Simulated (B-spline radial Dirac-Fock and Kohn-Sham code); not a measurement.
# How the binding energies of Hg⁴²⁺ add up

System: Hg⁴²⁺ in the configuration [Kr] 4d2; nuclear rms radius 5.4648 fm (A = 202).

Method: Dirac-Fock energy differences between relaxed states, corrected for Breit and QED terms. Computed with a radial finite-basis atomic code. Correlation energy is missing from these numbers. Energies are counted from the vacuum level.

All terms are in eV, carry their sign (relaxation lowers the binding energy) and add up to the binding energy; ⟨r⟩ is the mean radius of the orbital in the initial state.

```
subshell  −ε (Koopmans)  relaxation    Gaunt  retardation      QED  binding energy  ⟨r⟩ (bohr)
      1s        85630.8      -61.85  -330.68        31.24  -156.86         85112.7       0.017
      2s        16949.9      -25.45   -38.34         2.90   -23.87         16865.1       0.069
   2p1/2        16314.5      -30.10   -64.24         6.65    -0.51         16226.3       0.057
   2p3/2        14362.3      -26.40   -43.47         9.44    -2.60         14299.3       0.066
      3s         5536.6       -6.34    -7.89         0.61    -5.70          5517.3       0.178
   3p1/2         5256.6       -7.17   -13.08         1.23    -0.26          5237.4       0.168
   3p3/2         4806.2       -6.10    -8.69         1.97    -0.68          4792.7       0.183
   3d3/2         4354.3       -8.04    -5.98         0.56     0.44          4341.3       0.159
   3d5/2         4258.4       -7.58    -4.26         0.61     0.19          4247.3       0.164
      4s         2508.6       -0.90    -2.50         0.25    -1.78          2503.6       0.363
   4p1/2         2378.1       -1.00    -4.00         0.42    -0.07          2373.4       0.360
   4p3/2         2237.5       -0.84    -2.68         0.67    -0.21          2234.4       0.382
      4d         2035.4       -0.91    -1.40         0.25     0.09          2033.4       0.377
```

For the deepest level, K (1s), the Breit terms make up -0.352 % of the binding energy, QED -0.184 % and orbital relaxation -0.073 %.

Spin-orbit splittings: 2p 1927.0 eV, 3p 444.6 eV, 3d 93.94 eV, 4p 139.0 eV.

Going to the tabulated ground configuration of the next ion removes an electron from N4,5 (4d), computed at 2033.4 eV. NIST lists 2052 ± 4 eV as the ionisation energy of this species (theoretical), +18.57 eV from the computed value. Where a p, d or f shell is open in either ion the computed value averages over both j values and all terms, while the table refers to the lowest levels; that difference holds spin-orbit splitting (largest in heavy or highly charged ions), term energies where several electrons share open shells, and correlation, and it can reach 10 % or more.
